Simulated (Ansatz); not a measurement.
`CO[SiH](O)[GaH2]` → `[OH][GaH2]` + `CO[SiH]` at 400 K and 1 bar (silylene formation by 1,1-elimination).

Isolated molecules relaxed with PBE0-D4/def2-TZVP in Ansatz; ΔE leaves out vibrations. CBS: MP2 limit from def2 TZ/QZ plus the TZ coupled-cluster correction, frozen cores. For Ga outer-core shells are correlated without core-valence functions, which leaves a few kJ/mol of doubt a bond. Scalar relativity is left out up to krypton. Each species was taken in one conformer, which may not be the lowest.

```json
{"species": "`CO[SiH](O)[GaH2]`", "CCSD(T)/CBS energy (Eh)": "-2405.69335", "H − E (kJ/mol)": "249.3", "S (J/(mol·K))": "442.1"}
{"species": "`[OH][GaH2]`", "CCSD(T)/CBS energy (Eh)": "-2000.92981", "H − E (kJ/mol)": "89.0", "S (J/(mol·K))": "281.3"}
{"species": "`CO[SiH]`", "CCSD(T)/CBS energy (Eh)": "-404.67988", "H − E (kJ/mol)": "150.5", "S (J/(mol·K))": "299.8"}
```

H − E and S are ideal-gas, rigid-rotor, harmonic terms from PBE0-D4/def2-TZVP, for one conformer and one mirror image of each species. 1 Eh = 2625.50 kJ/mol, R = 8.31446 J/(mol·K).

Q: By hand: ΔE, ΔH, ΔS and ΔG.

A: ΔE = (-2000.92981) + (-404.67988) − (-2405.69335) = 0.08366 Eh = 219.6 kJ/mol. Δ(H − E) = 89.0 + 150.5 − 249.3 = -9.8, so ΔH = 209.8 kJ/mol. ΔS = 281.3 + 299.8 − 442.1 = 139.0 J/(mol·K). ΔG = 209.8 − 400 × (139.0)/1000 = 154.2 kJ/mol.

Q: By hand: the equilibrium constant, and the temperature at which ΔG would vanish if ΔH and ΔS stayed fixed.

A: log₁₀ K = −ΔG/(RT ln 10) = -20.1. ΔG = 0 at ΔH/ΔS = 1509 K.

The number of gas molecules changes by +1, which sets the sign of ΔS. A doubt of 5 kJ/mol in ΔE shifts log₁₀ K by 0.7 here. Other conformers and mirror images would add mixing entropy, several J/(mol·K) or more a flexible species. These are equilibria of isolated gas molecules and say nothing of rates. Largest T1 diagnostic: 0.015 (customary marks: 0.02 for closed shells, 0.045 for open ones).
